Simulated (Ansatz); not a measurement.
Total energies of Sn₁₀H₁₆, a cluster cut from cubic tin from Ansatz at PBE0-D4/def2-TZVP, gas phase (1 Eh = 27.2114 eV = 2625.5 kJ/mol). The reference geometry is relaxed at PBE-D4/def2-SVP.

```xyz
26

Sn    1.258   -1.744   -1.817
Sn    1.720    2.161    0.577
Sn   -0.594   -1.391    2.384
Sn   -2.389    0.978   -1.137
Sn    0.665   -3.129    0.562
Sn    1.122    0.768    2.950
Sn    2.974    0.412   -1.238
Sn   -1.129   -0.770   -2.950
Sn   -0.664    3.129   -0.565
Sn   -2.973   -0.410    1.242
H     2.035   -2.823   -2.942
H     2.781    3.498    0.929
H    -0.959   -2.251    3.855
H    -3.864    1.581   -1.838
H     2.124   -3.762    1.261
H    -0.371   -4.481    0.218
H     2.588    0.177    3.670
H     0.379    1.839    4.097
H     4.460   -0.181   -0.563
H     3.374    1.261   -2.700
H    -0.780    0.067   -4.432
H    -2.185   -2.094   -3.338
H    -0.305    4.002   -2.024
H    -1.441    4.241    0.522
H    -4.056   -1.728    0.912
H    -3.771    0.649    2.365
```

```csv
state,geometry,energy (Eh)
charge 0 singlet,reference,-2152.90391
charge 1 doublet,reference,-2152.60342
charge 1 doublet,relaxed at PBE-D4/def2-SVP,-2152.61906
charge -1 doublet,reference,-2152.93158
charge -1 doublet,relaxed at PBE-D4/def2-SVP,-2152.95481
free Sn atom (triplet),–,-214.25870
free H atom (doublet),–,-0.50104
```

In the def2 sets Sn takes a core potential; there is no spin–orbit coupling. Single mean-field runs in def2-TZVP are fitted with def2-universal-jkfit.

(1) Work out the vertical ionisation energy to the doublet.

(2) Work out the vertical electron affinity, to the doublet.

(3) Give the fundamental gap IE − EA, the Mulliken electronegativity (IE + EA)/2 and the hardness (IE − EA)/2.

(4) How much does the charge 1 doublet relax, and what is the adiabatic ionisation energy?

(5) How much does the charge -1 doublet relax, and what is the adiabatic electron affinity?

(6) What is the binding energy per atom against free atoms?

(1) E(charge 1 doublet) − E(charge 0 singlet) = -2152.60342 − (-2152.90391) = 0.30049 Eh = 8.18 eV. For comparison, −ε of the highest occupied level is 7.03 eV at this level, 1.15 eV less.

(2) E(charge 0 singlet) − E(charge -1 doublet) = -2152.90391 − (-2152.93158) = 0.02767 Eh = 0.75 eV. The basis lacks diffuse functions, which makes affinities too small.

(3) From the values in Eh: IE − EA = 0.30049 − 0.02767 = 0.27282 Eh = 7.42 eV; (IE + EA)/2 = 4.46 eV; (IE − EA)/2 = 3.71 eV. The HOMO–LUMO gap of the same run is 5.31 eV, 2.11 eV smaller than the fundamental gap.

(4) Relaxation: -2152.60342 − (-2152.61906) = 0.01564 Eh = 0.43 eV. Adiabatic ionisation energy: 0.28485 Eh = 7.75 eV, without zero-point energy. 

(5) Relaxation: -2152.93158 − (-2152.95481) = 0.02323 Eh = 0.63 eV. Adiabatic electron affinity: 0.05090 Eh = 1.39 eV, without zero-point energy. 

(6) Atoms: 10 × (-214.25870) + 16 × (-0.50104) = -2150.60364 Eh. Binding: -2150.60364 − (-2152.90391) = 2.30027 Eh = 62.59 eV, or 2.41 eV for each of 26 atoms (no zero-point energy, no counterpoise term).

At PBE0-D4/def2-TZVP the highest occupied level of the charge -1 doublet lies above zero (up to 0.32 eV). By energy differences its removal costs 0.75 eV (vertical, to the charge 0 singlet, at PBE0-D4/def2-TZVP); self-interaction error and the lack of diffuse functions both raise the level.
